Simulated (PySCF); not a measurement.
Computed IR spectrum (relative IR intensity) of a molecule ClH5O2Si2. Geometry optimised at PBE0-D3(BJ)/def2-SVP. Other conformers were not sampled. These are PBE0-D3(BJ)/def2-SVP run with PySCF values and carry that method's errors. Frequencies are harmonic and unscaled.

Lines under 2 % of the strongest are left out, and lines within 2 cm⁻¹ are merged.

| ν (cm⁻¹) | relative intensity |
|---|---|
| 231 | 22 |
| 271 | 9.5 |
| 353 | 31 |
| 404 | 37 |
| 440 | 26 |
| 485 | 13 |
| 530 | 15 |
| 672 | 2.5 |
| 721 | 61 |
| 790 | 48 |
| 807 | 61 |
| 851 | 12 |
| 889 | 66 |
| 918 | 100 |
| 941 | 37 |
| 963 | 33 |
| 2233 | 28 |
| 2251 | 94 |
| 3862 | 37 |
| 3912 | 42 |

### Question
Identify the compound among the candidates.
(A) O[SiH](O)[SiH2]Cl
(B) O[Si](O)([SiH3])Cl
(C) O[Si@@H](Cl)O[SiH3]
(D) O[SiH2]O[SiH2]Cl

### Answer
A, O[SiH](O)[SiH2]Cl
